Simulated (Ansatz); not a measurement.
Geometry optimisation, Ansatz 0.2.0, DFT PBE, scalar-relativistic, plane waves, PAW.

The input (input.yaml):

```yaml
crystal:
  lattice:
    - [6.42, 0.0, 0.0]
    - [3.21, 5.559883, 0.0]
    - [0.0, 0.0, 16.21304]
  atoms:
    - { symbol: Mg, position: [0.0, 0.0, 0.0616787] }
    - { symbol: Mg, position: [0.5, 0.0, 0.0616787] }
    - { symbol: Mg, position: [0.0, 0.5, 0.0616787] }
    - { symbol: Mg, position: [0.5, 0.5, 0.0616787] }
    - { symbol: Mg, position: [-0.1666667, 0.3333333, 0.2224456] }
    - { symbol: Mg, position: [0.3333333, 0.3333333, 0.2224456] }
    - { symbol: Mg, position: [-0.1666667, 0.8333333, 0.2224456] }
    - { symbol: Mg, position: [0.3333333, 0.8333333, 0.2224456] }
    - { symbol: Mg, position: [0.0, 0.0, 0.3832125] }
    - { symbol: Mg, position: [0.5, 0.0, 0.3832125] }
    - { symbol: Mg, position: [0.0, 0.5, 0.3832125] }
    - { symbol: Mg, position: [0.5, 0.5, 0.3832125] }
    - { symbol: Au, position: [0.2577813, 0.7476912, 0.5287744] }
basis:
  ecutwfc: 420.0
kpoints:
  mp_grid: { grid: [3, 3, 1] }
hamiltonian:
  xc: pbe
scf:
  occupations: { method: gaussian, width: 0.1 }
  lower_state_search: "off"
relax:
  f_tol: 0.03
  max_steps: 60
  adjacent_minimum: "off"
  constraints: [{ sites: [0, 1, 2, 3] }]
```

Launched with:

```bash
$ ansatz run input.yaml --threads 4 --pin off --max-ram 10240MiB --backend cpu --events-out ev --progress --plain --runs-dir out
```

Problem. Where does it end, and by what steps?

Solution. It converged. The force dipped under the threshold on the way, but the program's further checks kept it going. Limits of this set-up: coarse k mesh, thin slab, slab without dipole correction, a typed lattice constant that wasn't relaxed here. After 8 steps the energy has fallen by 0.491 eV; Au13 moved furthest, 1.07 Å. Joined: Mg10–Au13 (3.62 → 2.63 Å).

```tsv
step	energy less start (eV)	largest force component (eV/Å)	accepted
0	0.0000	1.257	yes
1	-0.2123	0.833	yes
2	-0.3207	0.177	yes
3	-0.3887	0.120	yes
4	-0.4287	0.142	yes
5	-0.4530	0.129	yes
6	-0.4842	0.050	yes
7	-0.4906	0.010	yes
8	-0.4909	0.013	yes
```

```xyz
13
Lattice="6.4200 0.0000 0.0000 3.2100 5.5599 0.0000 0.0000 0.0000 16.2130" Properties=species:S:1:pos:R:3
Mg 0.000 0.000 1.000
Mg 3.210 0.000 1.000
Mg 1.605 2.780 1.000
Mg 4.815 2.780 1.000
Mg 0.002 1.854 3.592
Mg 3.194 1.855 3.592
Mg 1.598 4.618 3.592
Mg 4.808 4.629 3.598
Mg -0.057 0.020 6.175
Mg 3.249 0.022 6.173
Mg 1.593 2.773 6.188
Mg 4.804 2.720 6.175
Au 4.814 4.632 7.989
```

Whether the end is a true minimum wasn't checked by a vibrational analysis.

Time of the run: 17 s on 4 threads of AMD EPYC 9R45 96-Core Processor (Zen 5), with other jobs on the host, peak memory 1.3 GiB.
